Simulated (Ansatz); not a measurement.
`O[SiH](F)[AlH2]` + H–F → `O[SiH](F)F` + `[AlH3]` at 700 K and 1 bar (cleavage of the Si–Al bond).

Program: Ansatz. Geometries: PBE0-D4/def2-TZVP. ΔE: electronic, gas phase. CCSD(T)/CBS is the MP2 limit (def2-TZVPP, def2-QZVPP) plus CCSD(T) − MP2 in def2-TZVPP, frozen cores. This one scheme is used for every species. One conformer a species, not always the lowest.

```json
{"species": "`O[SiH](F)[AlH2]`", "CCSD(T)/CBS energy (Eh)": "-708.55508", "H − E (kJ/mol)": "175.3", "S (J/(mol·K))": "451.9"}
{"species": "H–F", "CCSD(T)/CBS energy (Eh)": "-100.39570", "H − E (kJ/mol)": "45.2", "S (J/(mol·K))": "198.5"}
{"species": "`O[SiH](F)F`", "CCSD(T)/CBS energy (Eh)": "-565.23707", "H − E (kJ/mol)": "129.2", "S (J/(mol·K))": "374.8"}
{"species": "`[AlH3]`", "CCSD(T)/CBS energy (Eh)": "-243.78045", "H − E (kJ/mol)": "80.2", "S (J/(mol·K))": "251.4"}
```

H − E and S are ideal-gas, rigid-rotor, harmonic terms from PBE0-D4/def2-TZVP, for one conformer and one mirror image of each species. 1 Eh = 2625.50 kJ/mol, R = 8.31446 J/(mol·K).

Q: By hand: ΔE, ΔH, ΔS and ΔG.

A: ΔE = (-565.23707) + (-243.78045) − (-708.55508) − (-100.39570) = -0.06674 Eh = -175.2 kJ/mol. Δ(H − E) = 129.2 + 80.2 − 175.3 − 45.2 = -11.1, so ΔH = -186.3 kJ/mol. ΔS = 374.8 + 251.4 − 451.9 − 198.5 = -24.2 J/(mol·K). ΔG = -186.3 − 700 × (-24.2)/1000 = -169.4 kJ/mol.

Q: By hand: the equilibrium constant, and the temperature at which ΔG would vanish if ΔH and ΔS stayed fixed.

A: log₁₀ K = −ΔG/(RT ln 10) = 12.6. ΔG = 0 at ΔH/ΔS = 7698 K, far beyond where these terms or the molecules hold.

ΔH outweighs TΔS. A doubt of 5 kJ/mol in ΔE shifts log₁₀ K by 0.4 here. Other conformers and mirror images would add mixing entropy, several J/(mol·K) or more a flexible species. Modes under 60 cm⁻¹, often nearly free rotors, make the harmonic entropy too high. These are equilibria of isolated gas molecules and say nothing of rates. Largest T1 diagnostic: 0.012 (customary marks: 0.02 for closed shells, 0.045 for open ones).
